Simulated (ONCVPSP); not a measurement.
# What one change does to a pseudopotential (O, ONCV)

- Element: O (Z = 8)
- Generator: ONCVPSP 4.0.1
- Type: optimised norm-conserving Vanderbilt (ONCV)
- Functional: Wu-Cohen
- Relativity: scalar-relativistic
- Frozen core: [He]
- Valence charge: 6
- Reference configuration: 2s2 2p4
- Partial waves: 2s: rc 0.75 bohr, ncon 4, nbas 8, qcut 7.8 1/bohr, 3 projectors, debl 4 Ha; 2p: rc 1.45 bohr, ncon 3, nbas 6, qcut 9.6 1/bohr, 2 projectors, debl 3.3 Ha; d scattering state at 0.1 Ha: rc 1.35 bohr, ncon 4, nbas 8, qcut 6.2 1/bohr, 2 projectors, debl 2.1 Ha
- Local potential: polynomial inside 0.70 bohr (lpopt 5, dvloc0 3 Ha)
- Core correction: Teter function fitted to the true core (icmod 2), fcfact 0.4

Change: p: qcut 14.3.

Cutoffs: the cutoffs (Ha) at which the residual kinetic energy of the hardest occupied pseudo-wave falls to 1 and 0.1 mHa per electron; they do not see the model core or the augmentation charge, which bear on the density cutoff. Errors are all-electron minus pseudo energies relative to the spin-unpolarised reference configuration.

What does the change do?

The potential gets neither clearly harder nor softer (77 Ha and 272 Ha → 77 Ha and 272 Ha); both files keep a bound ghost (s); of the 4 tests that both files solve, the error grows in 0 and shrinks in 4 by more than 15 % and 0.3 meV (median size 449.0 → 307.6 meV).

| quantity | base | changed |
| --- | --- | --- |
| cutoff, loose | 77 Ha | 77 Ha |
| cutoff, tight | 272 Ha | 272 Ha |
| loose cutoff by channel | s 77 Ha, p 31 Ha | s 77 Ha, p 36 Ha |
| bound ghosts | s | s |
| GHOST(+) flags under 300 eV | none | none |
| error for 2s2 2p3, meV [ΔE 16.41 eV] | +22 | +14 |
| error for 2s2 2p2, meV [ΔE 49.98 eV] | +182 | +123 |
| error for 2s2 2p1, meV [ΔE 103.82 eV] | +716 | +493 |
| error for 2s2 2p0, meV [ΔE 180.64 eV] | +1986 | +1399 |
| s: phases at 0.76 bohr within 0.05 rad from the reference energy up to (Ha; the scan ends near 5) | to the end of the scan | to the end of the scan |
| p: phases at 1.47 bohr within 0.05 rad from the reference energy up to (Ha; the scan ends near 5) | to the end of the scan | to the end of the scan |
| d: phases at 1.37 bohr within 0.05 rad from the reference energy up to (Ha; the scan ends near 5) | to the end of the scan | to the end of the scan |
| rms error of d²Exc/dni dnj with the model core, mHa | 1.55 | 1.47 |

 A true bound ghost makes a file unfit for plane-wave use even where its test errors are small: the radial tests pick states by their node count and pass the ghost by.
